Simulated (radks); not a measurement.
The numbers below are computed, except where a source is named.
Isoelectronic series with 3 electrons, each ion in its NIST ground configuration. Code: a radial shooting solver on a logarithmic mesh with Libxc functionals. Model: scalar-relativistic Kohn-Sham, BLYP, spin-polarised, spherical densities, finite nucleus; open shells are filled with parallel spins first (spin-orbit coupling, left out, can overturn this in heavy ions); Fermi nuclear charge, rms radius of each element as measured or else 0.836 A^(1/3) + 0.57 fm. Total energies (hartree) and mean radii <r> (bohr):

ion,configuration,E (hartree),2s up,1s down
Li,[He] 2s1,-7.48350,3.768,0.5827
C3+,[He] 2s1,-34.79969,1.268,0.2693
F6+,[He] 2s1,-82.42316,0.7728,0.1749
Mg9+,[He] 2s1,-150.42331,0.5561,0.1294
P12+,[He] 2s1,-238.90369,0.4341,0.1026
Ar15+,[He] 2s1,-347.99919,0.3558,0.08491
Sc18+,[He] 2s1,-477.87725,0.3012,0.07238
Cr21+,[He] 2s1,-628.73907,0.2609,0.06301
Co24+,[He] 2s1,-800.82111,0.2299,0.05574
Zn27+,[He] 2s1,-994.39720,0.2053,0.04993
As30+,[He] 2s1,-1209.78035,0.1852,0.04517
Kr33+,[He] 2s1,-1447.32654,0.1686,0.04121
Mo39+,[He] 2s1,-1990.55619,0.1426,0.03495
Cd45+,[He] 2s1,-2627.89597,0.1230,0.03022
Sb48+,[He] 2s1,-2983.29665,0.1149,0.02826
Xe51+,[He] 2s1,-3364.07871,0.1077,0.02651

Estimate the row of Rh42+ ([He] 2s1).

Answer. E (hartree) -2297.19068; 2s up 0.1321; 1s down 0.03243.
